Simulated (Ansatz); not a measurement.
`C[S][Ge][F]` + `OB(Br)Br` → `COB(Br)Br` + `[F][Ge][SH]`  (substitution at a C–S bond)

Computed with Ansatz on PBE0-D4/def2-TZVP structures; ΔE is electronic, products minus reactants. CCSD(T)/CBS is the MP2 limit (def2-TZVPP, def2-QZVPP) plus CCSD(T) − MP2 in def2-TZVPP, frozen cores. DFT in def2-TZVPP. HSE06 is defined as in plane-wave codes. For Br, Ge outer-core shells are correlated without core-valence functions, which leaves a few kJ/mol of doubt a bond. Scalar relativity is left out up to krypton. One conformer a species, not always the lowest.

Task: Is it downhill or uphill in electronic energy at CCSD(T)/CBS, and by how much? (An estimate is asked.)

Result: Ansatz gave: Uphill: ΔE = +9.1 kcal/mol.

Task: What do these levels give: r2SCAN-D4, B97M-V, HSE06-D4, PBE-QIDH, PBE0, r2SCAN0, HSE06, BHLYP, RPA@PBE/def2-TZVPP, CCSD(T)/def2-SVP, CCSD(T)/def2-TZVPP, SCS-MP2/def2-QZVPP? (Best estimate.)

Result: The calculation gave: r2SCAN-D4 9.7, B97M-V 9.0, HSE06-D4 9.6, PBE-QIDH 9.5, PBE0 9.5, r2SCAN0 9.5, HSE06 9.6, BHLYP 7.7, RPA@PBE/def2-TZVPP 7.2, CCSD(T)/def2-SVP 7.2, CCSD(T)/def2-TZVPP 8.5, SCS-MP2/def2-QZVPP 8.8 kcal/mol.

Largest T1 diagnostic among the species: 0.015.

In def2-TZVPP, CCSD(T) changes the Hartree–Fock value by +2.4 kcal/mol (the triples alone add +0.5 kcal/mol) and MP2 by +3.6 kcal/mol. Leaving LDA and LC-ωPBE aside and taking each functional with its dispersion term where it has one, the values, not all of them listed here, spread over 2.4 kcal/mol, from CAM-B3LYP-D4 to revPBE-D4. From BLYP to BHLYP (50 % exact exchange), in def2-TZVPP and without D4, ΔE moves by −0.7 kcal/mol.
